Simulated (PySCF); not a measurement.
Compound: C5H3FOS.
Structure used (GFN2-xTB), in Å, numbered top down from 1:
```
atom  x, y, z in Å
O1    -0.6102    2.3530   -0.0814
C2    -0.2887    1.1794   -0.0418
C3     1.1046    0.7450   -0.0014
C4     1.5405   -0.5208    0.0435
S5     0.5436   -1.9264    0.0618
C6    -1.0275   -1.2304    0.0108
C7    -1.2751    0.0891   -0.0305
F8    -2.5638    0.4708   -0.0652
H9     1.8254    1.5510   -0.0089
H10    2.5920   -0.7618    0.0723
H11   -1.8352   -1.9462    0.0147
```

Computed with B3LYP/def2-SVPD in PySCF (dipole) on a GFN2-xTB geometry, gas phase.

Take the most abundant isotopes and a rigid rotor. 

Q: Give the principal moments of inertia and the rotational constants in MHz.

A: Ia = 168.47, Ib = 312.79, Ic = 481.25 u·Å²; 505379 MHz·u·Å²/I gives A = 3000, B = 1616, C = 1050 MHz.

Q: What kind of rotor is it?

A: An asymmetric top. Ray's parameter κ = (2B − A − C)/(A − C) = -0.420; −1 is the prolate and +1 the oblate limit.

Q: What does the inertial defect say?

A: Planar: Δ = Ic − Ia − Ib = 0.00 u·Å². For a rigid frame Δ = −2 Σ m c², so it vanishes when all atoms lie in the ab plane; here none is more than 0.01 Å from it.

Q: Predict some low-J microwave lines.

A: The dipole components are |μa| = 5.09 D, |μb| = 0.48 D, |μc| = 0.00 D; the mirror of this Cs structure is the ab plane, so μc vanishes by symmetry and there are no c-type lines. The squared components, which scale the intensities, stand as 1.00 : 0.01 (a : b). Some lines, for components of 0.1 D or more:

| type | branch | J(Ka,Kc) | MHz | lower level (cm⁻¹) |
| --- | --- | --- | --- | --- |
| a | Q | 1(1,0) ← 1(1,1) | 566 | 0.135 |
| a | Q | 3(2,1) ← 3(2,2) | 655 | 0.756 |
| b | Q | 2(1,1) ← 2(0,2) | 2656 | 0.262 |
| a | R | 1(0,1) ← 0(0,0) | 2666 | 0.000 |
| a | R | 2(0,2) ← 1(0,1) | 5191 | 0.089 |
| b | R | 3(0,3) ← 2(1,2) | 6524 | 0.294 |
| b | Q | 3(2,2) ← 3(1,3) | 6777 | 0.530 |
| a | R | 3(1,2) ← 2(1,1) | 8744 | 0.351 |
| b | R | 2(2,0) ← 1(1,1) | 10756 | 0.135 |
| b | R | 3(3,1) ← 2(2,0) | 16271 | 0.494 |

Q: Estimate the classical rotational partition function at 10 K, 25 K and 200 K.

A: Point group Cs, symmetry number σ = 1; q = (√π/σ)·√((kT/h)³/(ABC)), k/h = 20836.6 MHz/K: 2360 at 10 K, 9340 at 25 K, 211000 at 200 K.

GFN2-xTB frequencies: not computed here. Constants of a rigid frame at the computed geometry: no zero-point averaging, no centrifugal distortion.
